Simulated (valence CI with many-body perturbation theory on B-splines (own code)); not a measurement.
Ladder of approximations for Ca12+

Computed by relativistic CI+MBPT: six valence electrons over a frozen Dirac-Fock core [He], a basis of 9 s, 9 p, 8 d, 6 f, 3 g, 1 h functions for each j, with the one-electron correlation potential Σ1, the two-electron term Σ2, the three-electron term Σ3, Breit, model QED; selected CI, second order for the rest, scaled by the run's own slope (own B-spline code, finite nucleus).

No measured spectrum was set against this ion. As an estimate, levels of excited configurations hold to 0.05 to 0.15 % of their energy, terms of the ground configuration to about 0.5 %. Among the levels kept, up to 3000 cm⁻¹ of a level comes from second order outside the variational space, and about a tenth of that is noise between levels of different J, which matters for small intervals.

Each rung adds one term. CI alone is the Dirac-Coulomb CI over the frozen core; QED comes last and gives the full result, which names the levels. Energies are above 2s²2p⁴ ³P_2 on the same rung, in eV.

Names give the largest LS component (configuration and term), which can be under half, so a name can repeat, a term be missing and a line seem to break the LS rules; names also repeat where a configuration has a term twice. Letters in brackets count levels of one name in rising energy.

| Level | CI alone | + Σ1 | + Σ2 | + Σ3 | + Breit | Full |
| --- | --- | --- | --- | --- | --- | --- |
| 2s²2p⁴ ³P_1 | 3.06 | 3.07 | 3.07 | 3.07 | 3.03 | 3.03 |
| 2s²2p⁴ ³P_0 | 3.61 | 3.61 | 3.62 | 3.62 | 3.58 | 3.58 |
| 2s²2p⁴ ¹D_2 | 11.04 | 11.05 | 11.08 | 11.05 | 10.96 | 10.96 |
| 2s²2p⁴ ¹S_0 | 22.14 | 22.15 | 22.25 | 22.21 | 22.19 | 22.19 |
| 2s2p⁵ ³P°_2 | 77.14 | 77.01 | 76.85 | 76.78 | 76.83 | 76.69 |
| 2s2p⁵ ³P°_1 | 79.69 | 79.57 | 79.42 | 79.34 | 79.31 | 79.17 |
| 2s2p⁵ ³P°_0 | 81.17 | 81.05 | 80.90 | 80.83 | 80.77 | 80.64 |
| 2s2p⁵ ¹P°_1 | 106.26 | 106.14 | 105.83 | 105.65 | 105.66 | 105.51 |
| 2p⁶ ¹S_0 | 179.81 | 179.57 | 179.08 | 178.85 | 178.95 | 178.66 |
| 2s²2p³3s ⁵S°_2 | 413.48 | 413.69 | 413.70 | 413.64 | 413.39 | 413.44 |
| 2s²2p³3s ³S°_1 | 418.29 | 418.50 | 418.47 | 418.41 | 418.17 | 418.22 |
| 2s²2p³3s ³D°_1 | 427.89 | 428.10 | 428.14 | 428.05 | 427.88 | 427.93 |
| 2s²2p³3s ³D°_2 | 428.02 | 428.23 | 428.28 | 428.19 | 427.99 | 428.03 |
| 2s²2p³3s ³D°_3 | 428.84 | 429.05 | 429.09 | 429.00 | 428.63 | 428.68 |
| 2s²2p³3s ¹D°_2 | 430.82 | 431.03 | 431.05 | 430.96 | 430.65 | 430.70 |
| 2s²2p³3p ⁵P_1 | 433.42 | 433.60 | 433.57 | 433.51 | 433.32 | 433.33 |
| 2s²2p³3p ⁵P_2 | 433.67 | 433.85 | 433.82 | 433.76 | 433.54 | 433.55 |
| 2s²2p³3p ⁵P_3 | 434.24 | 434.43 | 434.40 | 434.34 | 434.08 | 434.10 |
| 2s²2p³3s ³P°_0 | 436.05 | 436.26 | 436.35 | 436.24 | 436.03 | 436.08 |
| 2s²2p³3s ³P°_1 | 436.42 | 436.63 | 436.71 | 436.61 | 436.37 | 436.42 |
| 2s²2p³3s ³P°_2 | 437.62 | 437.84 | 437.92 | 437.81 | 437.47 | 437.53 |
| 2s²2p³3p ³P_1 [a] | 438.06 | 438.24 | 438.22 | 438.16 | 437.94 | 437.95 |
| 2s²2p³3p ³P_2 [a] | 438.42 | 438.60 | 438.58 | 438.52 | 438.27 | 438.28 |
| 2s²2p³3p ³P_0 [a] | 438.59 | 438.77 | 438.76 | 438.69 | 438.46 | 438.47 |
| 2s²2p³3s ¹P°_1 | 439.46 | 439.67 | 439.74 | 439.63 | 439.33 | 439.38 |
| 2s²2p³3p ¹P_1 [a] | 445.47 | 445.66 | 445.68 | 445.58 | 445.46 | 445.46 |
| 2s²2p³3p ³D_2 [a] | 446.98 | 447.17 | 447.19 | 447.09 | 446.87 | 446.88 |
| 2s²2p³3p ³D_3 [a] | 447.86 | 448.05 | 448.08 | 447.98 | 447.63 | 447.64 |
| 2s²2p³3p ³D_1 [a] | 447.90 | 448.09 | 448.11 | 448.01 | 447.72 | 447.74 |
| 2s²2p³3p ³F_2 | 448.29 | 448.47 | 448.49 | 448.39 | 448.24 | 448.25 |
| 2s²2p³3p ³F_3 | 449.02 | 449.21 | 449.22 | 449.12 | 448.90 | 448.91 |

Task: How does the ionisation energy move along the ladder, and which term matters most?

Result: CI alone 728.08, + Σ1 728.31, + Σ2 728.29, + Σ3 728.23, + Breit 727.94, + QED 727.95 eV. The largest step is Breit, -0.30 eV. NIST lists 728.6 ± 1.1 eV (semi-empirical).
